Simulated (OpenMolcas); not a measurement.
Mo5+: moving or changing the point charges

Mo5+ among 4 point charges of -2 e arranged as a square (D4h), 2.16 Å from the ion.
```
   2.1600    0.0000    0.0000  -2.00
   0.0000    2.1600    0.0000  -2.00
  -2.1600    0.0000    0.0000  -2.00
   0.0000   -2.1600    0.0000  -2.00
```

| Item | Value |
| --- | --- |
| Program | OpenMolcas 26.06 |
| Method | CASSCF |
| Basis | ANO-RCC-VDZP [6s5p3d1f] |
| Scalar Hamiltonian | DKH2, point nucleus |
| Active space | 1 electron in 5 orbitals (4d) |
| State averaging | 2S+1 = 2 even, 5 roots |
| Spin-orbit coupling | state interaction with AMFI integrals over the reference wave functions |

Runs around this geometry, states (labels of D4, the rotations of D4h). Energies in cm-1 above the lowest state or level, χT in cm3 K/mol.

| R (Å) | q (e) | Ground state | First state of that spin | First gap with spin-orbit (degeneracies) | χT at 300 K |
| --- | --- | --- | --- | --- | --- |
| 2.16 | -1.3 | 2A1 | 2E 1446 | 2631 (2, 2) | 0.161 |
| 1.96 | -2 | 2A1 | 2E 3738 | 4008 (2, 2) | 0.173 |
| 2.16 | -2 | 2A1 | 2E 2828 | 3351 (2, 2) | 0.154 |
| 2.28 | -2 | 2A1 | 2E 2446 | 3113 (2, 2) | 0.151 |

Taking the first state of the same spin as R^-n, n = -ln(2446 / 3738) / ln(2.28 / 1.96) = 2.8 between the shortest and longest distance.

Scaling the charges by -1.3 / -2 = 0.65 scales the first state of the same spin by 1446 / 2828 = 0.51; with fixed orbitals a first-order splitting would follow the charge.

Spin-orbit coupling mixes the spin-free states strongly: the lowest level takes only 68 % from its leading state, 2A1 (holds for R = 2.16, q = -1.3). This is an electrostatic model: the charges have no orbitals. No measured value stands beside these numbers.
